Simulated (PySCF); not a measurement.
Compound: C6H8N2.
Numbering: `[CH:1]#[C:2][CH2:3][N:4]1[CH2:5][CH2:6][CH:7]=[N:8]1`

Geometry (GFN2-xTB, Å), atoms numbered from 1 in this order:
```
atom  x, y, z in Å
C1     2.6363    1.0340   -0.6196
C2     2.1540    0.2552    0.1511
C3     1.4611   -0.6690    1.0381
N4     0.0237   -0.5566    0.9661
C5    -0.6526   -0.6991   -0.3314
C6    -1.9365    0.1221   -0.1466
C7    -1.6446    0.7889    1.1774
N8    -0.5568    0.4078    1.7094
H9     3.0998    1.7127   -1.2721
H10    1.7439   -1.6977    0.7835
H11    1.7466   -0.4634    2.0735
H12   -0.8438   -1.7577   -0.5222
H13   -0.0205   -0.3013   -1.1349
H14   -2.8234   -0.5107   -0.0717
H15   -2.1031    0.8514   -0.9405
H16   -2.2917    1.4924    1.6635
```

NICS = −σ at a ghost point: NICS(0) at the centroid of the ring atoms, NICS(1) 1 Å to either side along the normal of their mean plane, zz for the tensor component along that normal. Level: GIAO PBE0/pcSseg-1 (PySCF, non-relativistic, gas phase) on the GFN2-xTB geometry, one conformer.

Ring bond lengths (Å), with Mayer bond orders in brackets: N4–C5 1.470 (0.88), C5–C6 1.535 (1.04), C6–C7 1.511 (1.00), C7–N8 1.269 (1.83), N8–N4 1.349 (1.08).

Q: What do the NICS probes read (ppm)?

A: 
```csv
ring,type,NICS(0),"NICS(1), two faces","NICS(1)zz, two faces",rms pucker (Å),"centre to ring atoms, mean (Å)"
N4–C5–C6–C7–N8,"5-membered ring with 2 N; formal bonds 1 double, 4 single",-3.8,-3.5 / -2.7,-3.4 / -4.5,0.05,1.21
```

Q: What do they say, and how far can they be read as aromaticity?

A: 
- N4–C5–C6–C7–N8: mean NICS(1)zz -3.9 ppm, shielded. C5, C6 have four or more neighbours, so the value isn't read as a sign of a π ring current.

Q: What is the mean of the two in-plane components of NICS at the first NICS(1) probe listed for ring N4–C5–C6–C7–N8, 1 Å off the ring?

A: The isotropic value is a third of the trace: (3 × -3.5 − (-3.4))/2 = -3.5 ppm.

Cost: about 70 s of CPU time on one thread; the machine was shared, so the figure is rough. This is the whole shielding run at PBE0/pcSseg-1, SCF included.
